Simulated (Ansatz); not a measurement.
Ansatz (a quantum-chemistry and plane-wave program) input:

Ansatz 0.2 input:
```yaml
crystal:
  periodic: [false, false, false]
  atoms:
    - {symbol: Ta, position_ang: [0.09426552, -0.15687739, -0.37695708]}
    - {symbol: O, position_ang: [-1.27211756, -1.15682646, 0.05266505]}
    - {symbol: O, position_ang: [-0.32141159, 1.51488099, -0.66740281]}
    - {symbol: F, position_ang: [1.42091315, -0.25942969, 0.99731449]}
basis:
  gaussian:
    orbitals: def2-TZVP
hamiltonian:
  xc: b3lyp
  dispersion: d3bj
relax: {f_tol: 0.002, max_steps: 150}
```

Predict the final energy.

-307.58207 Eh (B3LYP-D3(BJ)/def2-TZVP). The basis has 133 functions. The run takes very roughly 30 core-seconds.
